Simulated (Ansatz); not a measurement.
**Ligand exchange: CH3F + GeH2(CH3)(SH) → CH4S + GeH2(CH3)F**

Species: CH3F (fluoromethane) `CF`, singlet; GeH2(CH3)(SH), singlet; CH4S (methanethiol) `CS`, singlet; GeH2(CH3)F, singlet. The partners trade F for SH: C–F and Ge–SH bonds give way to C–SH and Ge–F.

Shapes, held fixed at every level: PBE0-D4/def2-TZVP. Flexible molecules stand in one conformer, not always the lowest. Programs: Ansatz 0.2.0. The zero-point and thermal change to 298 K, harmonic and unscaled (PBE0-D4/def2-TZVP), is -1.9 kJ/mol.

Problem. Estimate ΔH(298 K) of this reaction.

Solution. The highest level, CCSD(T)/def2-TZVPP, gives ΔH(298 K) = -55.3 kJ/mol; the levels span -58.3 to -50.4. The column of differences is taken from that level and isn't an error. No measured value is set beside it here. Relativity is left out for Ge. Outer-core shells of Ge are correlated, in sets that cover them unevenly.

```
                level                    kind  ΔH(298 K) (kJ/mol)  less CCSD(T)/def2-TZVPP
        HF/def2-TZVPP            Hartree–Fock               -56.5                     -1.2
     SPW92/def2-TZVPP                     LDA               -50.4                     +4.9
r2SCAN0-D4/def2-TZVPP           global hybrid               -53.9                     +1.4
   wB97M-V/def2-TZVPP  range-separated hybrid               -56.7                     -1.4
   wB97X-V/def2-TZVPP  range-separated hybrid               -57.2                     -1.9
         MP2/def2-SVP     perturbation theory               -58.3                     -3.0
        CCSD/def2-SVP   coupled cluster or CI               -53.0                     +2.3
   CCSD(T)/def2-TZVPP   coupled cluster or CI               -55.3                      0.0
```
